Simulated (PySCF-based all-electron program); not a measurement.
## Distorting H₂WO₂, singlet

All-electron Kohn–Sham DFT on the free molecule, computed near the basis limit with an in-house program on PySCF integrals; Koelling–Harmon scalar relativity, no spin–orbit coupling, spin-restricted. Forces are good to about 0.011 eV/Å. Atoms are numbered as listed.

Shape A:

| atom | x (Å) | y (Å) | z (Å) |
| --- | --- | --- | --- |
| W | 0.0000 | 0.0000 | 0.0000 |
| O | 0.9955 | 0.0000 | 1.3879 |
| O | 0.9955 | 0.0000 | -1.3879 |
| H | -0.8598 | 1.5012 | 0.0000 |
| H | -0.8598 | -1.5012 | 0.0000 |

PBE forces:

| atom | Fx | Fy | Fz (eV/Å) |
| --- | --- | --- | --- |
| W1 | 0.293 | 0.000 | 0.000 |
| O2 | -0.133 | 0.000 | -0.202 |
| O3 | -0.133 | 0.000 | 0.202 |
| H4 | -0.013 | 0.015 | 0.000 |
| H5 | -0.013 | -0.015 | 0.000 |

**Question.** What forces does LDA give in shape A?

**Answer.** The forces move by 0.764 eV/Å (r.m.s. over the atoms) from PBE.

| atom | Fx | Fy | Fz (eV/Å) |
| --- | --- | --- | --- |
| W1 | 1.269 | 0.000 | 0.000 |
| O2 | -0.710 | 0.000 | -0.996 |
| O3 | -0.710 | 0.000 | 0.996 |
| H4 | 0.076 | -0.089 | 0.000 |
| H5 | 0.076 | 0.089 | 0.000 |

**Question.** What forces does PBEsol give in shape A?

**Answer.** The forces move by 0.411 eV/Å (r.m.s. over the atoms) from PBE.

```
atom      Fx      Fy  Fz (eV/Å)
  W1   0.810   0.000      0.000
  O2  -0.443   0.000     -0.636
  O3  -0.443   0.000      0.636
  H4   0.037  -0.030      0.000
  H5   0.037   0.030      0.000
```

**Question.** What forces does HSE06 give in shape A?

**Answer.** The forces move by 1.076 eV/Å (r.m.s. over the atoms) from PBE.

```tsv
atom	Fx	Fy	Fz (eV/Å)
W1	1.806	0.000	0.000
O2	-0.947	0.000	-1.233
O3	-0.947	0.000	1.233
H4	0.044	-0.134	0.000
H5	0.044	0.134	0.000
```

Shape B:

```xyz
5

W     0.0000    0.0000    0.0000
O     1.0950    0.0000    1.5267
O     0.9955    0.0000   -1.3879
H    -0.8598    1.5012    0.0000
H    -0.8598   -1.5012    0.0000
```

Against shape A, W1–O2 goes from 1.708 to 1.879 Å.

PBE forces:

```json
{"atom": "W1", "Fx": "4.128", "Fy": "0.000", "Fz (eV/Å)": "4.469"}
{"atom": "O2", "Fx": "-3.575", "Fy": "0.000", "Fz (eV/Å)": "-4.868"}
{"atom": "O3", "Fx": "-0.576", "Fy": "0.000", "Fz (eV/Å)": "0.547"}
{"atom": "H4", "Fx": "0.012", "Fy": "-0.085", "Fz (eV/Å)": "-0.074"}
{"atom": "H5", "Fx": "0.012", "Fy": "0.085", "Fz (eV/Å)": "-0.074"}
```

**Question.** What forces does HSE06 give in shape B?

**Answer.** The forces move by 1.092 eV/Å (r.m.s. over the atoms) from PBE.

| atom | Fx | Fy | Fz (eV/Å) |
| --- | --- | --- | --- |
| W1 | 5.659 | 0.000 | 4.377 |
| O2 | -4.359 | 0.000 | -5.860 |
| O3 | -1.446 | 0.000 | 1.640 |
| H4 | 0.073 | -0.244 | -0.079 |
| H5 | 0.073 | 0.244 | -0.079 |

Shape C:

```xyz
5

W     0.0000    0.0000    0.0000
O     0.8959    0.0000    1.2491
O     0.9955    0.0000   -1.3879
H    -0.8598    1.5012    0.0000
H    -0.8598   -1.5012    0.0000
```

Against shape A, W1–O2 goes from 1.708 to 1.537 Å.

PBE forces:

```tsv
atom	Fx	Fy	Fz (eV/Å)
W1	-8.761	0.000	-11.228
O2	8.325	0.000	11.267
O3	0.522	0.000	-0.245
H4	-0.043	0.148	0.103
H5	-0.043	-0.148	0.103
```

**Question.** What forces does LDA give in shape C?

**Answer.** The forces move by 0.885 eV/Å (r.m.s. over the atoms) from PBE.

| atom | Fx | Fy | Fz (eV/Å) |
| --- | --- | --- | --- |
| W1 | -7.634 | 0.000 | -11.016 |
| O2 | 7.589 | 0.000 | 10.249 |
| O3 | -0.059 | 0.000 | 0.559 |
| H4 | 0.052 | 0.034 | 0.104 |
| H5 | 0.052 | -0.034 | 0.104 |

**Question.** What forces does PBEsol give in shape C?

**Answer.** The forces move by 0.471 eV/Å (r.m.s. over the atoms) from PBE.

| atom | Fx | Fy | Fz (eV/Å) |
| --- | --- | --- | --- |
| W1 | -8.171 | 0.000 | -11.123 |
| O2 | 7.937 | 0.000 | 10.721 |
| O3 | 0.212 | 0.000 | 0.194 |
| H4 | 0.011 | 0.098 | 0.104 |
| H5 | 0.011 | -0.098 | 0.104 |

**Question.** What forces does HSE06 give in shape C?

**Answer.** The forces move by 1.046 eV/Å (r.m.s. over the atoms) from PBE.

| atom | Fx | Fy | Fz (eV/Å) |
| --- | --- | --- | --- |
| W1 | -7.304 | 0.000 | -11.148 |
| O2 | 7.502 | 0.000 | 10.203 |
| O3 | -0.220 | 0.000 | 0.726 |
| H4 | 0.011 | 0.013 | 0.110 |
| H5 | 0.011 | -0.013 | 0.110 |
